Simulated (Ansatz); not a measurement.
CH$_{6}$FGeNO, SMILES `[NH2][GeH]([OH])[CH2]F` at its PBE0-D4/def2-TZVP geometry, where that method's forces vanish. Charge 0, multiplicity 1.

```json
{"atom": "N1", "x (Å)": "0.148", "y (Å)": "-1.531", "z (Å)": "-0.668"}
{"atom": "Ge2", "x (Å)": "-0.115", "y (Å)": "0.272", "z (Å)": "-0.625"}
{"atom": "O3", "x (Å)": "-1.862", "y (Å)": "0.584", "z (Å)": "-0.772"}
{"atom": "C4", "x (Å)": "0.540", "y (Å)": "0.888", "z (Å)": "1.135"}
{"atom": "F5", "x (Å)": "0.625", "y (Å)": "-0.194", "z (Å)": "2.007"}
{"atom": "H6", "x (Å)": "0.665", "y (Å)": "-1.905", "z (Å)": "0.114"}
{"atom": "H7", "x (Å)": "0.462", "y (Å)": "-1.942", "z (Å)": "-1.533"}
{"atom": "H8", "x (Å)": "0.507", "y (Å)": "1.050", "z (Å)": "-1.797"}
{"atom": "H9", "x (Å)": "-2.362", "y (Å)": "-0.182", "z (Å)": "-0.478"}
{"atom": "H10", "x (Å)": "-0.144", "y (Å)": "1.623", "z (Å)": "1.565"}
{"atom": "H11", "x (Å)": "1.535", "y (Å)": "1.335", "z (Å)": "1.054"}
```

For each bond, give half the difference of the two atoms' forces along it (eV/Å; positive pushes the atoms apart) under PBE-D4, r2SCAN-D4, B3LYP-D4, ωB97M-V in def2-TZVPP. (Best estimate.)

The calculation gave: 
```tsv
bond	length (Å)	PBE-D4	r2SCAN-D4	B3LYP-D4	ωB97M-V
N1–Ge2	1.823	0.12	0.03	0.17	0.05
N1–H6	1.009	0.19	0.01	-0.05	-0.02
N1–H7	1.008	0.18	0.03	-0.05	-0.02
Ge2–O3	1.780	0.38	0.08	0.21	0.09
Ge2–C4	1.977	-0.09	-0.05	0.04	-0.08
Ge2–H8	1.538	-0.03	-0.07	-0.13	-0.13
O3–H9	0.961	0.38	0.04	-0.03	-0.06
C4–F5	1.392	0.47	0.34	0.40	0.33
C4–H10	1.093	0.07	-0.06	-0.16	-0.12
C4–H11	1.094	0.06	-0.06	-0.15	-0.11
```

B3LYP here is the variant with VWN-RPA as its local correlation; programs differ in this.

Results of the Gaussian-basis code of Ansatz.
